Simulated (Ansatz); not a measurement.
B2ClH3OS, SMILES `BSB(O)Cl`, relaxed with RKS PBE0-D4/def2-TZVP in Ansatz from a PBE-D4/def2-SVP geometry. The force threshold is 0.005 eV/Å; the program also tests the step.

Total charge 0; spin multiplicity 1.

Start:

```xyz
8

B     1.569    0.347    0.875
S    -0.156    0.784    0.676
B    -0.877   -0.332   -0.627
O    -2.189   -0.199   -0.936
Cl    0.044   -1.555   -1.497
H     2.075   -0.538    0.224
H     2.170    0.998    1.702
H    -2.636    0.496   -0.416
```

(1) By how much does the energy fall, and how many steps does the optimiser take? (An estimate is asked.)

(2) Which bonds change most? (An estimate is asked.)

(3) Give the relaxed structure. (An estimate is asked.)

Answers

(1) Ansatz gave: 0.03 eV, in 10 steps, 2 of them rejected.

(2) Computed: B1–H6 from 1.210 to 1.187 Å; B1–H7 from 1.212 to 1.191 Å; S2–B3 from 1.861 to 1.842 Å; O4–H8 from 0.976 to 0.962 Å.

(3) Computed: 
```xyz
8

B     1.560    0.344    0.868
S    -0.159    0.768    0.683
B    -0.867   -0.330   -0.615
O    -2.168   -0.191   -0.929
Cl    0.041   -1.550   -1.476
H     2.060   -0.514    0.217
H     2.155    0.978    1.681
H    -2.622    0.493   -0.428
```
